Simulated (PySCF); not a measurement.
## Sr⁺ (strontium, charge +1) across methods

[Kr] 4d1, 2D determinant (an excited configuration). Calculation: PySCF 2.14, in ANO-RCC-VTZP (7s6p3d1f, 47 functions); the spin-free X2C one-electron Hamiltonian (Gaussian nucleus). The B2PLYP total includes its PT2 part (frozen core); its orbital energies are those of the SCF part.

```tsv
method	E (hartree)	mean ε 4p α (eV)	mean ε 4p β (eV)	mean ε 4d α (eV)	Σ⟨r²⟩ (bohr²)	⟨S²⟩
B2PLYP	-3178.40	-31.334	-30.796	-7.568	39.97	0.751
B3LYP	-3178.94	-29.105	-28.715	-6.870	39.91	0.750
LDA	-3174.72	-27.661	-27.334	-6.216	39.85	0.750
r2SCAN	-3178.88	-28.164	-27.773	-6.334	39.68	0.751
UHF	-3176.98612	-34.443	-33.697	-8.604	40.15	0.751
r2SCAN0	-3178.87	-29.949	-29.482	-7.058	39.67	0.751
PBE	-3178.52	-27.523	-27.163	-6.275	39.80	0.750
PBE0	-3178.59	-29.535	-29.079	-7.006	39.71	0.750
wB97M-V	-3178.65	-31.948	-31.540	-8.703	39.82	0.750
```
